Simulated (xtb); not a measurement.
xtb input (GFN2-xTB):

```bash
xtb mol.xyz --gfn 2 --ohess tight --chrg -1 --uhf 0
```
mol.xyz:
```
3

Bi     0.07661964    -0.07116417     0.97382266
F      0.77924636     1.32506245    -0.45175335
F     -0.84704671    -1.26011659    -0.45064197
```

End of the output:

```
   ------------------------------------------------------------------------

         :::::::::::::::::::::::::::::::::::::::::::::::::::::
         ::                  THERMODYNAMIC                  ::
         :::::::::::::::::::::::::::::::::::::::::::::::::::::
Note: The following floating-point exceptions are signalling: IEEE_DENORMAL
normal termination of xtb
         :: total free energy         -12.067157409347 Eh   ::
         ::.................................................::
         :: total energy              -12.041884705443 Eh   ::
         :: zero point energy           0.001781605002 Eh   ::
         :: G(RRHO) w/o ZPVE           -0.027054308906 Eh   ::
         :: G(RRHO) contrib.           -0.025272703904 Eh   ::
         :::::::::::::::::::::::::::::::::::::::::::::::::::::

optimized geometry written to: xtbopt.xyz

           -------------------------------------------------
          | TOTAL ENERGY              -12.041884705443 Eh   |
          | TOTAL ENTHALPY            -12.034441326602 Eh   |
          | TOTAL FREE ENERGY         -12.067157409347 Eh   |
          | GRADIENT NORM               0.000023518193 Eh/α |
          | HOMO-LUMO GAP               0.000000844710 eV   |
           -------------------------------------------------

------------------------------------------------------------------------
------------------------------------------------------------------------
 total:
 SCF:
 ANC optimizer:
 analytical hessian:
```
